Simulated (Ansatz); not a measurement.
The cluster Au₄F₃, 7 atoms. Hardware: 4 threads of Intel Xeon 6975P-C on a shared host.

In the def2 sets Au takes a core potential; there is no spin–orbit coupling. Correlated methods freeze 3 core orbitals; core or outer-core shells of Au are correlated, in sets that lack core-valence functions.

Task: How many basis functions does each of these Ansatz runs have, and roughly what does it cost? PBE-D4/def2-SVP, charge 0 doublet, relaxation, 7 steps; PBE0-D4/def2-SVP, charge 0 doublet, energy, from earlier orbitals; PBE-D4/def2-TZVP, charge 0 doublet, energy and forces, from earlier orbitals; B2PLYP/def2-TZVP, charge 0 doublet, energy, from earlier orbitals; MP2/def2-TZVP, charge 0 doublet, energy, from earlier orbitals; r2SCAN0-D4/def2-TZVP, charge 0 doublet, energy, from earlier orbitals; PBE0-D4/def2-TZVP, charge 0 doublet, energy, from earlier orbitals; RPA@PBE/def2-TZVP, charge 0 doublet, energy, from earlier orbitals; r2SCAN-D4/def2-TZVP, charge 0 doublet, energy, from earlier orbitals; PBE-D4/def2-SVP, charge 0 doublet, energy with a search over starts; HF/def2-TZVP, charge 0 doublet, energy, from earlier orbitals; PBE-D4/def2-SVP, charge 0 doublet, energy, from earlier orbitals.

Result: Other jobs shared the machine, so times can vary by a factor of up to 3. A dash marks memory too small to be measured apart from the calling script's.

```csv
run,functions,fitting or Cholesky vectors,wall time,peak host memory (GiB)
"PBE-D4/def2-SVP, charge 0 doublet, energy, from earlier orbitals",170,1724,2.8 s,–
"PBE-D4/def2-TZVP, charge 0 doublet, energy and forces, from earlier orbitals",253,1900,5.5 s,–
"PBE0-D4/def2-SVP, charge 0 doublet, energy, from earlier orbitals",170,1682,5.5 s,0.83
"r2SCAN-D4/def2-TZVP, charge 0 doublet, energy, from earlier orbitals",253,1900,8.5 s,0.67
"HF/def2-TZVP, charge 0 doublet, energy, from earlier orbitals",253,2119,9 s,1.1
"PBE-D4/def2-SVP, charge 0 doublet, energy with a search over starts",170,1724,12 s,–
"MP2/def2-TZVP, charge 0 doublet, energy, from earlier orbitals",253,2119,13 s,1.1
"PBE0-D4/def2-TZVP, charge 0 doublet, energy, from earlier orbitals",253,2112,14 s,1.4
"B2PLYP/def2-TZVP, charge 0 doublet, energy, from earlier orbitals",253,2119,14 s,1.2
"PBE-D4/def2-SVP, charge 0 doublet, relaxation, 7 steps",170,1724,14 s,–
"RPA@PBE/def2-TZVP, charge 0 doublet, energy, from earlier orbitals",253,2119,16 s,1.3
"r2SCAN0-D4/def2-TZVP, charge 0 doublet, energy, from earlier orbitals",253,2112,17 s,1.4
```
